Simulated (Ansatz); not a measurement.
Consider the formal hydrolysis of the Si–Te bond: `ClC[SiH2][TeH]` + H₂O → `O[SiH2]CCl` + H₂Te.

Isolated molecules relaxed with PBE0-D4/def2-TZVP in Ansatz; ΔE leaves out vibrations. CBS: MP2 limit from def2 TZ/QZ plus the TZ coupled-cluster correction, frozen cores. This one scheme is used for every species. DFT in def2-TZVPP. B3LYP here is the variant with VWN-RPA as its local correlation; programs differ in this. def2 core potentials past Kr. For Te outer-core shells are correlated without core-valence functions, which leaves a few kJ/mol of doubt a bond. One conformer a species, not always the lowest.

```tsv
level	ΔE (kcal/mol)	difference from CCSD(T)/CBS
PBE-D4	-4.4	1.6
r2SCAN-D4	-7.6	-1.6
PBE0-D4	-5.0	1.0
B3LYP-D4	-8.1	-2.1
ωB97X-V	-8.6	-2.6
ωB97M-V	-8.7	-2.7
B2PLYP	-9.0	-3.0
PBE	-5.3	0.7
r2SCAN	-7.9	-1.9
PBE0	-5.9	0.1
B3LYP	-9.7	-3.7
HF/def2-TZVPP	-12.6	-6.6
MP2/def2-TZVPP	-6.4	-0.4
SCS-MP2/def2-TZVPP	-8.4	-2.4
CCSD/def2-TZVPP	-9.0	-3.0
CCSD(T)/def2-TZVPP	-8.2	-2.2
HF/def2-QZVPP	-12.7	-6.7
MP2/def2-QZVPP	-5.2	0.8
SCS-MP2/def2-QZVPP	-7.2	-1.2
HF/CBS(def2)	-12.7	-6.7
MP2/CBS(def2)	-4.2	1.8
CCSD/CBS(def2)	-6.9	-0.9
CCSD(T)/CBS	-6.0	0
```

Largest T1 diagnostic among the species: 0.010.

In def2-TZVPP, CCSD(T) changes the Hartree–Fock value by +4.4 kcal/mol (the triples alone add +0.8 kcal/mol) and MP2 by +6.2 kcal/mol. The D4 term adds +1.6 kcal/mol with B3LYP and +0.9 kcal/mol with PBE0; it sums over pairs of atoms, weighted by their polarisabilities, and B3LYP, whose exchange is more repulsive, gets the larger term.
